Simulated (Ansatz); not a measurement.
C2H8AlFSi at its PBE0-D4/def2-TZVP geometry, where that method's forces vanish. The species carries charge 0 and has multiplicity 1. The bonds changed during the relaxation, so this is another structure than the one it started from.

```xyz
13

F     1.2236   -1.1889    1.3167
C    -1.2627    0.5775    0.5077
C    -0.4776    0.5203   -0.5833
Al    1.0700    0.4753    1.3689
Si    0.0264   -1.0700   -1.4614
H    -1.5901   -0.3246    1.0192
H    -1.6373    1.5160    0.9055
H    -0.2156    1.4628   -1.0624
H     2.0735    1.3092    0.4705
H     0.4151    1.0777    2.6816
H     1.4973   -1.1605   -1.5969
H    -0.5498   -2.2302   -0.7464
H    -0.5729   -0.9644   -2.8198
```

Question: What forces (eV/Å) does ωB97M-V/def2-TZVPP give on these atoms in Ansatz? (Estimate.)

Answer: Ansatz gave: 
```
F1  -0.028 -0.108 -0.049
C2  -0.032  0.005 -0.093
C3  -0.098  0.068  0.057
Al4  0.108  0.289  0.134
Si5  0.048 -0.166 -0.116
H6   0.044  0.058 -0.040
H7   0.047 -0.079 -0.033
H8  -0.025 -0.060  0.058
H9  -0.099 -0.089  0.084
H10  0.076 -0.066 -0.130
H11 -0.176  0.019  0.032
H12  0.064  0.144 -0.069
H13  0.071 -0.015  0.167
```
